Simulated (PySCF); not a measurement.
Chlorine: a sound run and one with changed settings

Sound run: Cl⁺ [Ne] 3s2 3p4, Cl²⁺ [Ne] 3s2 3p3. All numbers are calculated (PySCF 2.14, the non-relativistic Hamiltonian (point nucleus), in 6-31G* (4s3p1d, 18 functions)). In the sound run the correlated levels freeze [Ne]. The sound run starts from symmetry-adapted Hartree-Fock orbitals and uses a fine grid where one is needed.

Changed run: scalar relativity by spin-free X2C-1e. This setting is unsound on purpose.

```csv
species,method,sound run (hartree),changed run (hartree),converged
Cl⁺,UHF,-459.01354,-460.26273,yes
Cl⁺,M06-L,-459.63267,-460.88167,yes
Cl⁺,PBE0,-459.48938,-460.73809,yes
Cl⁺,MP2,-459.09745,-460.34663,yes
Cl⁺,CCSD(T),-459.11733,-460.36644,yes
Cl²⁺,UHF,-458.18678,-459.43571,yes
Cl²⁺,M06-L,-458.76763,-460.01637,yes
Cl²⁺,PBE0,-458.61479,-459.86327,yes
Cl²⁺,MP2,-458.25727,-459.50618,yes
Cl²⁺,CCSD(T),-458.27692,-459.52575,yes
```

Ionisation energy of Cl⁺:

```json
{"method": "UHF", "sound run (eV)": "22.497", "changed run (eV)": "22.504"}
{"method": "M06-L", "sound run (eV)": "23.539", "changed run (eV)": "23.546"}
{"method": "PBE0", "sound run (eV)": "23.799", "changed run (eV)": "23.805"}
{"method": "MP2", "sound run (eV)": "22.863", "changed run (eV)": "22.870"}
{"method": "SCS-MP2", "sound run (eV)": "22.888", "changed run (eV)": "22.895"}
{"method": "CCSD", "sound run (eV)": "22.859", "changed run (eV)": "22.867"}
{"method": "CCSD(T)", "sound run (eV)": "22.869", "changed run (eV)": "22.876"}
```

Most of the change in total energy is the relativistic energy itself. On top of that the contraction fixes the core shape for the Hamiltonian it was made with, so the changed run is not a good calculation with the other Hamiltonian either.

For comparison, NIST gives 23.814 eV between the lowest levels.
